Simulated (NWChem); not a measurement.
Species: C₃H₅ cation

```xyz
8

C     -1.1916     0.0000     0.2073
C      0.0000     0.0000    -0.4986
C      1.1916     0.0000     0.2073
H     -2.1547     0.0000    -0.3009
H     -1.2062     0.0000     1.2964
H      0.0000     0.0000    -1.5852
H      2.1547     0.0000    -0.3009
H      1.2062     0.0000     1.2964
```
Atoms are numbered in this order, from 1.

Computed with NWChem. Pople sets run with spherical d functions. The geometry was optimised at B3LYP/6-31G* (spherical d). B3LYP is NWChem's, with the RPA form of VWN correlation. Atomic charges in e: unrestrained fits to the electrostatic potential beside Mulliken populations; buried atoms are poorly determined by the fit.

For level Hartree-Fock/6-31G*:

```
Quantity     Result
-----------  ------
Mulliken C1   -0.17
ESP C2        -0.23
Mulliken C2   -0.23
Mulliken C3   -0.17
```

### Question
Estimate the same quantities for level B3LYP/def2-SVP.

### Answer
* **Mulliken C1**: 0.18
* **ESP C2**: -0.07
* **Mulliken C2**: -0.04
* **Mulliken C3**: 0.18
